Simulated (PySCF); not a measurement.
H9NSi3, triplet, at a GFN2-xTB geometry (a higher spin typed on purpose: for a closed-shell molecule this is an excited state); CAMB3LYP/cc-pVDZ in PySCF.

PySCF was given this input:
```python
from pyscf import gto, scf, dft

mol = gto.M(
    atom='''
Si    0.29588846    1.70251023    0.48373777
N    -0.00000000    0.00000000    0.00000000
Si   -1.65400544   -0.53010415   -0.45094223
Si    1.35811698   -1.17240608   -0.03279554
H    -1.01382701    2.33135297    0.38956111
H     0.85534829    1.52194590    1.82432035
H     1.30231079    2.10473084   -0.50017945
H    -1.95043645    0.38073295   -1.55785906
H    -1.49893954   -1.94102467   -0.77486335
H    -2.39739895   -0.20205199    0.76664074
H     0.87160691   -2.19407132    0.89578860
H     1.31856941   -1.61128638   -1.42871119
H     2.51276655   -0.39032830    0.38530224
''',
    basis='cc-pvdz',
    spin=2,
    verbose=4,
)

mf = dft.UKS(mol)
mf.xc = 'camb3lyp'
mf.kernel()
```

Output, abridged:

```
PySCF version 2.14.0

[INPUT] verbose = 4
[INPUT] num. atoms = 13
[INPUT] num. electrons = 58
[INPUT] charge = 0
[INPUT] spin (= nelec alpha-beta = 2S) = 2
[INPUT] symmetry False subgroup None
[INPUT] Mole.unit = angstrom
[INPUT] Symbol           X                Y                Z      unit          X                Y                Z       unit  Magmom
[INPUT]  1 Si     0.295888460000   1.702510230000   0.483737770000 AA    0.559148152819   3.217278058970   0.914131901408 Bohr   0.0
[INPUT]  2 N      0.000000000000   0.000000000000   0.000000000000 AA    0.000000000000   0.000000000000   0.000000000000 Bohr   0.0
[INPUT]  3 Si    -1.654005440000  -0.530104150000  -0.450942230000 AA   -3.125617290141  -1.001751660995  -0.852157312701 Bohr   0.0
[INPUT]  4 Si     1.358116980000  -1.172406080000  -0.032795540000 AA    2.566469137321  -2.215526397975  -0.061974588707 Bohr   0.0
[INPUT]  5 H     -1.013827010000   2.331352970000   0.389561110000 AA   -1.915855386587   4.405618612991   0.736163806682 Bohr   0.0
[INPUT]  6 H      0.855348290000   1.521945900000   1.824320350000 AA    1.616374009215   2.876060927405   3.447465824971 Bohr   0.0
[INPUT]  7 H      1.302310790000   2.104730840000  -0.500179450000 AA    2.461010722166   3.977364853526  -0.945202173636 Bohr   0.0
[INPUT]  8 H     -1.950436450000   0.380732950000  -1.557859060000 AA   -3.685790713869   0.719481002098  -2.943926964072 Bohr   0.0
[INPUT]  9 H     -1.498939540000  -1.941024670000  -0.774863350000 AA   -2.832585207882  -3.668005027324  -1.464279515463 Bohr   0.0
[INPUT] 10 H     -2.397398950000  -0.202051990000   0.766640740000 AA   -4.530427426820  -0.381822924023   1.448741034534 Bohr   0.0
[INPUT] 11 H      0.871606910000  -2.194071320000   0.895788600000 AA    1.647098348178  -4.146193892563   1.692795119508 Bohr   0.0
[INPUT] 12 H      1.318569410000  -1.611286380000  -1.428711190000 AA    2.491735061129  -3.044889966442  -2.699872860201 Bohr   0.0
[INPUT] 13 H      2.512766550000  -0.390328300000   0.385302240000 AA    4.748440594468  -0.737613585667   0.728115708781 Bohr   0.0

nuclear repulsion = 288.273552211939
number of shells = 47
number of NR pGTOs = 212
number of NR cGTOs = 113
basis = cc-pvdz
ecp = {}

******** <class 'pyscf.dft.uks.UKS'> ********
method = UKS
initial guess = minao
damping factor = 0
level_shift factor = 0
DIIS = <class 'pyscf.scf.diis.CDIIS'>
diis_start_cycle = 1
diis_space = 8
diis_damp = 0
SCF conv_tol = 1e-09
SCF conv_tol_grad = None
SCF max_cycles = 50
direct_scf = True
direct_scf_tol = 1e-13
number electrons alpha = 30  beta = 28
XC library pyscf.dft.libxc version 7.1.2
    S. Lehtola, C. Steigemann, M. J. T. Oliveira, and M. A. L. Marques,  SoftwareX 7, 1–5 (2018)
XC functionals = camb3lyp
    T. Yanai, D. P. Tew, and N. C. Handy,  Chem. Phys. Lett. 393, 51 (2004)
radial grids:
    Treutler-Ahlrichs [JCP 102, 346 (1995); DOI:10.1063/1.469408] (M4) radial grids

becke partition: Becke, JCP 88, 2547 (1988); DOI:10.1063/1.454033
pruning grids: <function nwchem_prune>
grids dens level: 3
symmetrized grids: False
atomic radii adjust function: <function treutler_atomic_radii_adjust>
small_rho_cutoff = 0
Set gradient conv threshold to 3.16228e-05
tot grids = 159720
init E= -928.519667317574

cycle= 1 E= -928.418154905259  delta_E= 0.102  |g|= 0.166  |ddm|= 2.51

cycle= 2 E= -928.430600127352  delta_E= -0.0124  |g|= 0.155  |ddm|= 0.258

cycle= 3 E= -928.441219973227  delta_E= -0.0106  |g|= 0.0391  |ddm|= 0.193

cycle= 4 E= -928.44280766424  delta_E= -0.00159  |g|= 0.0145  |ddm|= 0.0734

cycle= 5 E= -928.443103636319  delta_E= -0.000296  |g|= 0.00336  |ddm|= 0.049

cycle= 6 E= -928.443147431675  delta_E= -4.38e-05  |g|= 0.00086  |ddm|= 0.0202

cycle= 7 E= -928.44314931681  delta_E= -1.89e-06  |g|= 0.000276  |ddm|= 0.00858

cycle= 8 E= -928.443149533019  delta_E= -2.16e-07  |g|= 6.24e-05  |ddm|= 0.00349

cycle= 9 E= -928.443149548413  delta_E= -1.54e-08  |g|= 1.6e-05  |ddm|= 0.00126

cycle= 10 E= -928.443149549844  delta_E= -1.43e-09  |g|= 4.97e-06  |ddm|= 0.000419

cycle= 11 E= -928.443149550022  delta_E= -1.77e-10  |g|= 2e-06  |ddm|= 0.000155

Extra cycle  E= -928.443149550042  delta_E= -2.07e-11  |g|= 1.13e-06  |ddm|= 3.99e-05
converged SCF energy = -928.443149550042  <S^2> = 2.0063062  2S+1 = 3.0042012
```
